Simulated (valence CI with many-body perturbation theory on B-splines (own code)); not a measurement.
## E1 line list for Bi LXXVIII

Method: valence CI with perturbative core correlation (CI+MBPT): four valence electrons over a frozen Dirac-Fock core [He], a basis of 11 s, 11 p, 10 d, 8 f, 5 g, 2 h functions for each j, with the one-electron correlation potential Σ1 (screened to all orders), the two-electron term Σ2, the three-electron term Σ3, Breit, model QED; selected single and double excitations, second order for the rest, scaled by the run's own slope (own B-spline code, finite nucleus).

No measured spectrum was set against this ion. As an estimate, large intervals hold to a few tenths of a per cent, small ones and those within an open d or f shell to about a per cent. Among the levels kept, up to 1100 cm⁻¹ of a level comes from second order outside the variational space, and about a tenth of that is noise between levels of different J, which matters for small intervals.

Lines 151 to 200 of 554 in falling wavelength, among levels below 19711 eV, chosen from the strongest by gf and those to the six lowest levels. Wavelengths and rates use the calculated energies. Electric multipoles are in the length gauge, E1 and E2 with the static RPA response of the core. Weak lines are less certain than strong ones. Lines between different terms over intervals too small for the method are left out, as are lines whose strength nearly cancels. The highest levels of a list are the least certain.

Levels are named by their leading jj configuration (3d3/2^4 stands for four electrons in 3d with j = 3/2), which in mixed levels can hold well under half, so a name can repeat and another be missing. Letters in brackets count levels of one name in rising energy.

| λ vac (Å) | Upper | Lower | A (s⁻¹) | S (a.u.) |
| --- | --- | --- | --- | --- |
| 4.467 | (2p1/2 2p3/2^2 3s) J=2 [a] | (2s 2p1/2 2p3/2 3s) J=1 [c] | 1.91e+13 | 4.20e-03 |
| 4.460 | (2p1/2 2p3/2^2 3p1/2) J=1 [a] | (2s 2p1/2 2p3/2 3p1/2) J=1 [b] | 1.01e+13 | 1.32e-03 |
| 4.459 | (2p1/2 2p3/2^2 3p1/2) J=1 [a] | (2s 2p1/2 2p3/2 3p1/2) J=0 | 1.55e+13 | 2.03e-03 |
| 4.452 | (2s 2p1/2 2p3/2^2) J=3 | (2s^2 2p1/2 2p3/2) J=2 | 9.01e+12 | 2.75e-03 |
| 4.447 | (2p1/2 2p3/2^2 3p1/2) J=2 [a] | (2s 2p1/2 2p3/2 3p1/2) J=1 [b] | 2.10e+13 | 4.56e-03 |
| 4.435 | (2p1/2 2p3/2^2 3s) J=3 | (2s 2p1/2 2p3/2 3s) J=2 [c] | 2.37e+13 | 7.15e-03 |
| 4.433 | (2p1/2 2p3/2^2 3p1/2) J=2 [b] | (2s 2p1/2 2p3/2 3p1/2) J=1 [c] | 2.67e+13 | 5.73e-03 |
| 4.430 | (2p1/2 2p3/2^2 3s) J=1 [a] | (2s 2p1/2 2p3/2 3s) J=0 | 1.48e+13 | 1.90e-03 |
| 4.427 | (2p1/2 2p3/2^2 3p1/2) J=3 | (2s 2p1/2 2p3/2 3p1/2) J=2 [c] | 2.68e+13 | 8.04e-03 |
| 4.416 | (2p1/2 2p3/2^2 3s) J=2 [b] | (2s 2p1/2 2p3/2 3s) J=2 [c] | 9.29e+12 | 1.97e-03 |
| 4.399 | (2p1/2 2p3/2^2 3s) J=2 [b] | (2s 2p1/2 2p3/2 3s) J=1 [b] | 2.05e+13 | 4.30e-03 |
| 4.387 | (2p1/2 2p3/2^3) J=1 | (2s 2p1/2 2p3/2^2) J=1 [b] | 1.03e+13 | 1.29e-03 |
| 4.386 | (2s 2p3/2^3) J=2 | (2s^2 2p3/2^2) J=2 | 2.94e+13 | 6.12e-03 |
| 4.376 | (2p1/2^2 2p3/2^2) J=2 | (2s 2p1/2^2 2p3/2) J=1 | 2.76e+13 | 5.72e-03 |
| 4.367 | (2p1/2 2p3/2^3) J=1 | (2s 2p1/2 2p3/2^2) J=1 [a] | 4.29e+13 | 5.29e-03 |
| 4.360 | (2p1/2 2p3/2^3) J=2 | (2s 2p1/2 2p3/2^2) J=1 [b] | 1.08e+13 | 2.21e-03 |
| 4.353 | (2p1/2^2 2p3/2 3s) J=1 | (2s 2p1/2^2 3s) J=0 | 2.01e+13 | 2.46e-03 |
| 4.352 | (2s 2p1/2 2p3/2 3p3/2) J=2 [c] | (2s^2 2p1/2 3p3/2) J=1 | 3.55e+13 | 7.22e-03 |
| 4.352 | (2s 2p1/2 2p3/2 3d5/2) J=3 [c] | (2s^2 2p1/2 3d5/2) J=2 | 3.40e+13 | 9.69e-03 |
| 4.351 | (2p1/2 2p3/2^3) J=2 | (2s 2p1/2 2p3/2^2) J=2 [b] | 5.37e+13 | 1.09e-02 |
| 4.350 | (2s 2p1/2 2p3/2 3d5/2) J=4 [c] | (2s^2 2p1/2 3d5/2) J=3 | 3.35e+13 | 1.22e-02 |
| 4.347 | (2p1/2^2 2p3/2 3p3/2) J=1 | (2s 2p1/2^2 3p3/2) J=1 | 2.44e+13 | 2.97e-03 |
| 4.346 | (2s 2p1/2 2p3/2 3p3/2) J=3 [c] | (2s^2 2p1/2 3p3/2) J=2 | 3.56e+13 | 1.01e-02 |
| 4.345 | (2p1/2^2 2p3/2 3d5/2) J=2 | (2s 2p1/2^2 3d5/2) J=2 | 2.14e+13 | 4.34e-03 |
| 4.345 | (2p3/2^4) J=0 | (2s 2p3/2^3) J=1 | 1.19e+14 | 4.83e-03 |
| 4.344 | (2s 2p3/2^3) J=1 | (2s^2 2p3/2^2) J=0 | 1.90e+13 | 2.31e-03 |
| 4.340 | (2p1/2 2p3/2^3) J=2 | (2s 2p1/2 2p3/2^2) J=1 [a] | 8.26e+12 | 1.67e-03 |
| 4.340 | (2p1/2^2 2p3/2 3p3/2) J=3 | (2s 2p1/2^2 3p3/2) J=2 | 2.82e+13 | 7.96e-03 |
| 4.338 | (2p1/2^2 2p3/2 3d5/2) J=4 | (2s 2p1/2^2 3d5/2) J=3 | 2.52e+13 | 9.12e-03 |
| 4.338 | (2s 2p1/2 2p3/2 3d3/2) J=2 [c] | (2s^2 2p1/2 3d3/2) J=2 | 3.78e+13 | 7.61e-03 |
| 4.333 | (2s 2p1/2 2p3/2 3d3/2) J=1 [d] | (2s^2 2p1/2 3d3/2) J=1 | 3.32e+13 | 4.00e-03 |
| 4.333 | (2s 2p1/2 2p3/2 3d3/2) J=2 [d] | (2s^2 2p1/2 3d3/2) J=1 | 3.49e+13 | 7.00e-03 |
| 4.332 | (2s 2p1/2 2p3/2 3p1/2) J=0 | (2s^2 2p1/2 3p1/2) J=1 | 4.18e+13 | 1.68e-03 |
| 4.331 | (2s 2p1/2 2p3/2 3s) J=0 | (2s^2 2p1/2 3s) J=1 | 4.15e+13 | 1.66e-03 |
| 4.331 | (2s 2p1/2 2p3/2 3p1/2) J=1 [b] | (2s^2 2p1/2 3p1/2) J=1 | 4.05e+13 | 4.88e-03 |
| 4.331 | (2s 2p1/2 2p3/2 3d3/2) J=3 [c] | (2s^2 2p1/2 3d3/2) J=2 | 3.36e+13 | 9.42e-03 |
| 4.330 | (2s 2p1/2 2p3/2 3s) J=1 [b] | (2s^2 2p1/2 3s) J=1 | 3.20e+13 | 3.85e-03 |
| 4.330 | (2p1/2^2 2p3/2 3d3/2) J=2 | (2s 2p1/2^2 3d3/2) J=2 | 1.46e+13 | 2.93e-03 |
| 4.328 | (2s 2p1/2 2p3/2 3p1/2) J=2 [c] | (2s^2 2p1/2 3p1/2) J=1 | 3.71e+13 | 7.43e-03 |
| 4.327 | (2s 2p1/2 2p3/2 3p1/2) J=1 [c] | (2s^2 2p1/2 3p1/2) J=0 | 3.90e+13 | 4.68e-03 |
| 4.327 | (2p1/2 2p3/2^3) J=1 | (2s 2p1/2 2p3/2^2) J=0 | 9.63e+12 | 1.15e-03 |
| 4.326 | (2s 2p1/2 2p3/2 3d5/2) J=2 [c] | (2s^2 2p1/2 3d5/2) J=3 | 7.76e+12 | 1.55e-03 |
| 4.325 | (2s 2p1/2 2p3/2 3d5/2) J=3 [d] | (2s^2 2p1/2 3d5/2) J=3 | 3.70e+13 | 1.03e-02 |
| 4.323 | (2s 2p1/2 2p3/2 3d3/2) J=1 [c] | (2s^2 2p1/2 3d3/2) J=2 | 3.61e+13 | 4.32e-03 |
| 4.323 | (2s 2p1/2 2p3/2 3p3/2) J=0 [b] | (2s^2 2p1/2 3p3/2) J=1 | 3.98e+13 | 1.59e-03 |
| 4.321 | (2p1/2 2p3/2^2 3p1/2) J=1 [b] | (2s 2p1/2 2p3/2 3p1/2) J=2 [c] | 3.41e+13 | 4.07e-03 |
| 4.321 | (2p1/2^2 2p3/2 3d3/2) J=2 | (2s 2p1/2^2 3d3/2) J=1 | 1.33e+13 | 2.65e-03 |
| 4.320 | (2p1/2 2p3/2^2 3s) J=1 [b] | (2s 2p1/2 2p3/2 3s) J=2 [c] | 3.36e+13 | 4.01e-03 |
| 4.319 | (2p1/2 2p3/2^2 3s) J=0 | (2s 2p1/2 2p3/2 3s) J=1 [c] | 4.64e+13 | 1.85e-03 |
| 4.318 | (2s 2p1/2 2p3/2 3d5/2) J=2 [c] | (2s^2 2p1/2 3d5/2) J=2 | 3.01e+13 | 5.97e-03 |
